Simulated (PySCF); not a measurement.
How methods differ on the ionisation energy of Zr¹¹⁺

Zr¹¹⁺ [Ar] 3d10 4s1 (2S) → Zr¹²⁺ [Ar] 3d10 (1S), as a difference of total energies. Computed with PySCF 2.14 in an uncontracted even-tempered set (21 s from 0.33 bohr⁻², ratio 2.5; 14 p from 0.43 bohr⁻², ratio 2.5; 9 d from 0.76 bohr⁻², ratio 2.5; 5 f from 2.7 bohr⁻², ratio 2.7; 5 g from 4.1 bohr⁻², ratio 2.7), with scalar relativity by spin-free X2C-1e. The calculations carry no spin-orbit coupling.

```
 method  ionisation energy (eV)
    UHF                  235.03
  TPSSh                  237.15
r2SCAN0                  236.61
```

Q: Which method comes closest to the reference value, and which is furthest?

A: The reference is 236.25 eV (measured; NIST Atomic Spectra Database, ionization energies). Closest: r2SCAN0 (error 0.360 eV); furthest: UHF (error -1.220 eV).
